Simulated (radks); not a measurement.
The numbers below are computed, except where a source is named.
Task: The mean radii <r> (bohr) of the occupied orbitals of an atom or ion are listed with their occupations. Code: a radial shooting solver on a logarithmic mesh with Libxc functionals. Model: scalar-relativistic Kohn-Sham, PBEsol, spin-polarised, spherical densities, finite nucleus; Fermi nuclear charge, rms radius of each element as measured or else 0.836 A^(1/3) + 0.57 fm.

orbital  occ.      <r>
1s          2  0.03041
2s          2   0.1317
2p          6   0.1149
3s          2   0.3586
3p          6   0.3573
3d         10   0.3348
4s          2   0.8794
4p          6   0.9601
4d         10    1.252

Name the element and its charge. Open shells, if any, are filled with parallel spins first.

Result: Z = 48, cadmium, charge +2: Cd2+ in [Kr] 4d10. The 1s radius gives Z: for a bare nucleus <r> = (2 gamma + 1)/(2Z) with gamma = sqrt(1 - (Z/c)^2), 0.02993 bohr for Z = 48, and screening makes it slightly larger (0.03041 here). The occupations add up to 46, and the charge is Z minus that.
